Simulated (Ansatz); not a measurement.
Cost and result for the atomization energy of CH₇NOSi, SMILES `CO[SiH2]N` (11 atoms, 10 bonds).

```xyz
11

C     1.8451   -0.4703    0.0913
O     0.7010    0.3133    0.3273
Si   -0.7855   -0.1144   -0.2400
N    -1.9971    0.9918    0.2086
H     2.0605   -0.5604   -0.9805
H     2.6987    0.0101    0.5729
H     1.7381   -1.4795    0.5075
H    -1.1369   -1.4474    0.3205
H    -0.7304   -0.1651   -1.7260
H    -2.3315    1.0307    1.1574
H    -2.0620    1.8911   -0.2391
```

Total charge 0; spin multiplicity 1. Geometry: relaxed with PBE0-D4/def2-TZVP. It is one conformer, not always the lowest. Program: Ansatz. All runs use 2 threads of a server CPU on a shared host. Times are those of one run each, without the atoms' runs, and a repeat can differ threefold. Electronic energies, without spin–orbit coupling; frozen cores. CCSD(T)/CBS adds CCSD(T) − MP2 in def2-TZVPP to the MP2 limit, and its time is that of the two runs behind it. T1 = 0.011. B3LYP takes the VWN-RPA correlation (the form of Gaussian; ORCA's B3LYP/G). HSE06 is the plane-wave form, built on full-range PBE exchange.

CCSD(T)/CBS is a level of theory with its own doubt, some kJ/mol a heavy atom from the limit and from the frozen cores, so smaller differences don't rank the functionals.

| level | functions | wall time |
| --- | --- | --- |
| PBE0-D4/def2-TZVPP | 233 | 2.5 s |
| BHLYP-D4/def2-TZVPP | 233 | 2.6 s |
| revPBE-D4/def2-TZVPP | 233 | 2.7 s |
| HSE06-D4/def2-TZVPP | 233 | 2.9 s |
| CCSD(T)/def2-SVP | 95 | 3.5 s |
| r2SCANh-D4/def2-TZVPP | 233 | 3.7 s |
| B3LYP-D4/def2-TZVPP (with forces) | 233 | 4 s |
| r2SCAN-D4/def2-TZVPP (with forces) | 233 | 4.7 s |
| PBE-QIDH/def2-TZVPP | 233 | 4.7 s |
| B2PLYP/def2-TZVPP | 233 | 4.8 s |
| MP2/def2-QZVPP | 451 | 20 s |
| CCSD(T)/def2-TZVPP | 233 | 80 s |
| CCSD(T)/CBS(def2) | – | 100 s |

**Question.** What atomization energy does each give, and how far from CCSD(T)/CBS? (Estimate.)

**Answer.** Computed: 
| level | atomization (kJ/mol) | difference from CCSD(T)/CBS | per bond |
| --- | --- | --- | --- |
| PBE0-D4/def2-TZVPP | 3915.6 | -37.6 | -3.8 |
| BHLYP-D4/def2-TZVPP | 3845.0 | -108.2 | -10.8 |
| revPBE-D4/def2-TZVPP | 3888.2 | -65.0 | -6.5 |
| HSE06-D4/def2-TZVPP | 3918.4 | -34.8 | -3.5 |
| CCSD(T)/def2-SVP | 3672.2 | -281.0 | -28.1 |
| r2SCANh-D4/def2-TZVPP | 3908.7 | -44.5 | -4.5 |
| B3LYP-D4/def2-TZVPP (with forces) | 3951.0 | -2.2 | -0.2 |
| r2SCAN-D4/def2-TZVPP (with forces) | 3931.6 | -21.6 | -2.2 |
| PBE-QIDH/def2-TZVPP | 3892.4 | -60.8 | -6.1 |
| B2PLYP/def2-TZVPP | 3906.8 | -46.4 | -4.6 |
| MP2/def2-QZVPP | 3947.1 | -6.1 | -0.6 |
| CCSD(T)/def2-TZVPP | 3840.2 | -113.0 | -11.3 |
| CCSD(T)/CBS(def2) | 3953.2 | 0.0 | 0.0 |

The D4 term adds +28.2 kJ/mol with B3LYP and +14.7 kJ/mol with PBE0; it sums over pairs of atoms, weighted by their polarisabilities, and B3LYP, whose exchange is more repulsive, gets the larger term. At CCSD(T), def2-SVP lies −281.0 kJ/mol from the extrapolated value and def2-TZVPP −113.0 kJ/mol: correlation converges slowly with the basis, and small sets miss more of it in the bonded molecule than in its fragments. From r2SCAN to r2SCAN0 (25 % exact exchange), in def2-TZVPP and without D4, the atomization energy moves by −56.5 kJ/mol: exact exchange takes away binding that semilocal exchange gives to molecules.
